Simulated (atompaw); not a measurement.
**zirconium (Zr): one change to a PAW (atompaw) potential, before and after**

```
Element                 : zirconium
Generator               : atompaw 4.2.0.5
Type                    : PAW
Functional              : PBE
Relativity              : scalar-relativistic
Frozen core             : [Ar] 3d10 4s2
Valence charge          : 10
Reference configuration : 4p6 4d2 5s0 5p0 (charge +2)
Partial waves           : 5s (bound, empty): rc 3.00 bohr; 5s channel at -0.55 Ry: rc 3.00 bohr; 4p (bound): rc 2.30 bohr; 5p (bound, empty): rc 3.00 bohr; 4d (bound): rc 3.00 bohr; 4d channel at -0.8 Ry: rc 3.00 bohr
Local potential         : troulliermartins scheme with l = 3 at 0 Ry, radius 2.30 bohr
Core correction         : smooth core density matched at 2.90 bohr
Augmentation charge     : besselshape compensation charge, radius 2.70 bohr; PAW radius 3.00 bohr; waves and projectors: custom rrkj gramschmidtortho
```

All-electron outer shells of the reference configuration (PBE, scalar-relativistic, ld1.x):

```
shell  level (eV)  outermost node (bohr)  outermost maximum (bohr)
   4s      -68.99                   0.55                      1.08
   4p      -46.92                   0.56                      1.17
   4d      -17.30                   0.58                      1.57
   5s      -16.04                   1.45                      2.85
   5p      -11.67                   1.66                      3.44
```

Change: reference 4p6 4d2 5s1.75 5p0.25.

Cutoffs: the cutoffs (Ry, on a coarse ladder) from which the occupation-weighted sum of valence levels, in a spherical-Bessel basis at the reference potential, stays within 10 and 1 mRy of its value at 400 Ry; they do not see the model core or the augmentation charge, which bear on the density cutoff.

Question: What does the change do?

Answer: The potential gets neither clearly harder nor softer (15 Ry and 25 Ry → 15 Ry and 25 Ry); the bound ghosts move from d, s to s; the range in which the d phases agree widens (upper end 0.0 → 1.3).

| quantity | base | changed |
| --- | --- | --- |
| cutoff, loose | 15 Ry | 15 Ry |
| cutoff, tight | 25 Ry | 25 Ry |
| bound ghosts | s, d | s |
| s: phases at 3.02 bohr within 0.05 rad from the reference energy up to (Ry; the scan ends near 5) | 2.2 | 2.5 |
| p: phases at 3.02 bohr within 0.05 rad from the reference energy up to (Ry; the scan ends near 5) | 0.1 | 0.4 |
| d: phases at 3.02 bohr within 0.05 rad from the reference energy up to (Ry; the scan ends near 5) | 0.0 | 1.3 |
| lowest overlap eigenvalue by channel | s 0.27, p 0.50, d 0.17 | s 0.33, p 0.53, d 0.92 |

 A true bound ghost makes a file unfit for plane-wave use even where its test errors are small: the radial tests pick states by their node count and pass the ghost by. The cutoffs see the waves, projectors and local potential, not the compensation charge or the core.
